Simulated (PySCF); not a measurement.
# How methods differ on the excitation energy of V

V [Ar] 3d3 4s2 (4F) → V [Ar] 3d3 4s1 5s1 (6F), as a difference of total energies. All numbers are calculated (PySCF 2.14, scalar relativity by spin-free X2C-1e, in x2c-TZVPPall with one added diffuse shell each of s, p, d, f type (7s6p5d3f1g, 80 functions)). Correlated levels: valence: [Ar] frozen; valence and next inner shell: [Ne] frozen. The calculations carry no spin-orbit coupling.

```json
{"method": "UHF", "excitation energy (eV)": "3.476"}
{"method": "LDA", "excitation energy (eV)": "4.610"}
{"method": "PBE", "excitation energy (eV)": "4.338"}
{"method": "PBE0", "excitation energy (eV)": "4.248"}
{"method": "r2SCAN", "excitation energy (eV)": "4.149"}
{"method": "TPSSh", "excitation energy (eV)": "4.265"}
{"method": "LC-wPBE", "excitation energy (eV)": "4.181"}
{"method": "MN15", "excitation energy (eV)": "4.959"}
{"method": "MP2 (valence)", "excitation energy (eV)": "4.266"}
{"method": "SCS-MP2 (valence)", "excitation energy (eV)": "4.507"}
{"method": "MP2 (valence and next inner shell)", "excitation energy (eV)": "4.403"}
{"method": "SCS-MP2 (valence and next inner shell)", "excitation energy (eV)": "4.557"}
```

Q: How much does correlation contribute at MP2 (valence and next inner shell)?

A: 4.403 − (3.476) = 0.927 eV, measured against UHF.

The promoted electron is Rydberg-like, and one or two diffuse shells describe it only roughly, which tends to raise the upper state.
